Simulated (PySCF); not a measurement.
Compound: (HGe)4O6 adamantane, Ge₄H₄O₆.
Bonds: Ge1–O3, Ge1–O9, Ge1–O13, O3–Ge4, Ge4–O6, Ge4–O14, O6–Ge7, Ge7–O9, Ge7–O10, O10–Ge11, Ge11–O13, Ge11–O14. Hydrogens: H2 on Ge1; H5 on Ge4; H8 on Ge7; H12 on Ge11.

A GFN2-xTB structure with every atom displaced at random (by about 0.03 Å) was refined with PBE0-D3(BJ)/def2-SVP geometry optimisation, gas phase in PySCF 2.14.0. Values at the start:

| coordinate | start |
| --- | --- |
| Ge1–H2 | 1.495 Å |
| Ge1–O3 | 1.888 Å |
| Ge1–O9 | 1.638 Å |
| Ge1–O3–Ge4 | 110.2° |
| O3–Ge1–O9 | 108.0° |
| O3–Ge1–O13–Ge11 | 65° |
| O3–Ge4–O14–Ge11 | -63° |
| Ge4–O6–Ge7–O9 | -52° |
| O10–Ge11–O13–Ge1 | 48° |

Task: How do these coordinates change at the PBE0-D3(BJ)/def2-SVP level?

Result: 
```json
{"coordinate": "Ge1–O9", "PBE0-D3(BJ)/def2-SVP (Å or °)": "1.780", "change": "+0.142"}
{"coordinate": "Ge1–O3", "PBE0-D3(BJ)/def2-SVP (Å or °)": "1.780", "change": "-0.108"}
{"coordinate": "Ge1–H2", "PBE0-D3(BJ)/def2-SVP (Å or °)": "1.517", "change": "+0.022"}
{"coordinate": "Ge1–O3–Ge4", "PBE0-D3(BJ)/def2-SVP (Å or °)": "116.7", "change": "+6.5"}
{"coordinate": "O3–Ge1–O9", "PBE0-D3(BJ)/def2-SVP (Å or °)": "105.6", "change": "-2.4"}
{"coordinate": "O3–Ge1–O13–Ge11", "PBE0-D3(BJ)/def2-SVP (Å or °)": "56", "change": "-9"}
{"coordinate": "O10–Ge11–O13–Ge1", "PBE0-D3(BJ)/def2-SVP (Å or °)": "56", "change": "+8"}
{"coordinate": "O3–Ge4–O14–Ge11", "PBE0-D3(BJ)/def2-SVP (Å or °)": "-56", "change": "+7"}
{"coordinate": "Ge4–O6–Ge7–O9", "PBE0-D3(BJ)/def2-SVP (Å or °)": "-56", "change": "-4"}
```

The energy falls by 24.0 kcal/mol over 7 energy and gradient evaluations, the largest force component goes from 0.1205 to 1.4e-04 Eh/bohr, and the atoms move by 0.069 Å rms after alignment. The bond that changes most is Ge1–O9 (ends: germanium bonded to 3 O and H; oxygen bonded to 2 Ge), which lengthens by 0.142 Å. Bonds longer at the end by more than 0.005 Å: 10 of 16; shorter: 5.

The run used 232 basis functions and 50 SCF cycles in all. Hardware: 2 threads of an AMD EPYC 9R45, shared host with 96 logical CPUs at a one-minute load of 20. Cost: 1.8 min wall, 4.5 min CPU, 1.9 GiB resident at most.

Stationary, but not proved a minimum. One conformer, not necessarily the lowest.
